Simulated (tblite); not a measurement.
Species: C7H11FOS.
Z-matrix (Å and degrees, GFN2-xTB geometry), rows numbered from 1:
```
C 
C   1  1.3198
F   2  1.3580  1  117.96
C   2  1.5013  1  126.40  3   179.92
C   4  1.5381  2  112.89  1   116.64
C   5  1.5151  4  114.34  2    71.28
S   6  1.8536  5  109.80  4    65.56
O   7  1.4658  6  105.64  5    45.31
C   7  1.8534  6   93.57  5   -62.01
C   9  1.5150  7  109.80  6    62.04
H   1  1.0726  2  121.09  3   179.99
H   1  1.0752  2  121.19  3     0.07
H   4  1.0955  2  105.37  1     0.06
H   5  1.0933  4  109.26  2   -52.40
H   5  1.0938  4  107.75  2  -169.59
H   6  1.0857  5  113.91  4   -54.58
H   6  1.0898  5  110.31  4  -177.82
H   9  1.0897  7  106.11  6  -178.75
H   9  1.0856  7  107.12  6   -62.17
H  10  1.0939  4  107.79  2   169.65
H  10  1.0933  4  109.28  2    52.42
```

Level: GFN2-xTB in tblite, geometry and Hessian alike; calculated harmonic values, unscaled, isolated species. Against measured fundamentals such values can be off by several per cent, at times by over 20. One conformer, not necessarily the lowest.

Harmonic wavenumbers (cm⁻¹): 33.7, 92.2, 152.9, 165.7, 221.0, 261.0, 310.9, 326.7, 358.9, 406.6, 439.9, 499.4, 599.3, 620.8, 637.5, 686.0, 722.4, 790.1, 797.6, 878.8, 896.3, 912.9, 918.5, 930.7, 984.2, 998.1, 1089.7, 1090.7, 1109.5, 1129.3, 1139.8, 1158.6, 1200.8, 1238.7, 1242.3, 1277.5, 1289.2, 1310.3, 1343.1, 1355.5, 1390.1, 1444.5, 1456.9, 1464.4, 1476.9, 1719.7, 2943.1, 2959.0, 2961.0, 2972.8, 2974.5, 3003.0, 3004.1, 3045.9, 3050.6, 3133.2, 3175.7.

A = 2394, B = 771.7, C = 764.6 MHz; mass 162.051 u (most abundant isotopes); point group Cs, symmetry number 1.

What is the zero-point energy?

½Σν̃ = 36896 cm⁻¹ = 105.49 kcal/mol.

Give the ideal-gas entropy at 350 K and 1 bar in the rigid-rotor, harmonic-oscillator model (classical rotation).

Translation 41.98, rotation 30.29, vibration 33.69: S = 106.0 cal/(mol K).

And Cp and H(350 K) − H(0)?

Cp = 46.98 cal/(mol K), of which vibrations give 39.03 (their classical limit is 57 R = 113.3); H(350 K) − H(0) = 9.20 kcal/mol without the zero-point energy, 6.42 from vibrations.

What must be added to the electronic energy to get the Gibbs energy at 350 K and 1 bar?

ZPE + [H(350 K) − H(0)] − T·S = 105.49 + 9.20 − 37.08 = 77.61 kcal/mol.

Which modes carry the vibrational entropy at 350 K?

33.7 cm⁻¹: 5.92; 92.2 cm⁻¹: 3.93; 152.9 cm⁻¹: 2.94; 165.7 cm⁻¹: 2.79; 221.0 cm⁻¹: 2.24; 261.0 cm⁻¹: 1.94 cal/(mol K); the other 51 give 13.93 together.

Blend soft modes into free rotors: weight 1/[1 + (100 cm⁻¹/ν̃)⁴] for the oscillator and the rest for a rotor with moment μB/(μ + B), μ = h/(8π²ν), B = 10⁻⁴⁴ kg m². What vibrational entropy results?

31.34 cal/(mol K) in place of 33.69, which changes −T·S at 350 K by +0.82 kcal/mol.

How do the functions run with temperature in this model?

| T (K) | S (cal/(mol K)) | Cp (cal/(mol K)) | H − H(0) (kcal/mol) | G − H(0) (kcal/mol) | ln q(vib) |
| --- | --- | --- | --- | --- | --- |
| 50 | 59.7 | 12.0 | 0.49 | -2.50 | 0.57 |
| 100 | 69.7 | 17.5 | 1.22 | -5.75 | 1.58 |
| 298.15 | 98.9 | 40.7 | 6.93 | -22.57 | 6.37 |
| 373.15 | 109.1 | 49.7 | 10.32 | -30.37 | 8.34 |
| 500 | 125.5 | 62.8 | 17.49 | -45.26 | 11.76 |
| 750 | 154.6 | 80.5 | 35.58 | -80.37 | 18.51 |
| 1000 | 179.4 | 91.7 | 57.20 | -122.20 | 24.93 |

q(vib) and H(0) count from the zero-point level.

Hindered rotation and anharmonicity are outside this model. Other conformers, if any are populated, would add a mixing term that is left out.
